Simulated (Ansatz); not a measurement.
Consider the redistribution: `O[Si](O)(Cl)N[SiH2]Cl` + `F[SiH](Cl)[GeH3]` → `O[Si](O)(Cl)[SiH](F)Cl` + `Cl[SiH2][NH][GeH3]`.

Program: Ansatz. Geometries: PBE0-D4/def2-TZVP. ΔE: electronic, gas phase. CCSD(T)/CBS is the MP2 limit (def2-TZVPP, def2-QZVPP) plus CCSD(T) − MP2 in def2-TZVPP, frozen cores. DFT in def2-TZVPP. B3LYP here is the variant with VWN-RPA as its local correlation; programs differ in this. For Ge outer-core shells are correlated without core-valence functions, which leaves a few kJ/mol of doubt a bond. Scalar relativity is left out up to krypton. One conformer a species, not always the lowest.

```tsv
level	ΔE (eV)
PBE-D4	0.92
r2SCAN-D4	1.02
B3LYP-D4	0.96
B2PLYP	0.95
PBE	0.90
B3LYP	0.94
HF/def2-TZVPP	0.96
MP2/def2-QZVPP	1.00
```

Q: What does CCSD(T)/CBS give? (Estimate.)

A: The calculation gave: +0.99 eV. The listed levels differ from it by -0.07, 0.03, -0.03, -0.04, -0.09, -0.05, -0.03, 0.01 eV.

Largest T1 diagnostic among the species: 0.012.

From PBE to PBE0 (25 % exact exchange), in def2-TZVPP and without D4, ΔE moves by +0.06 eV.
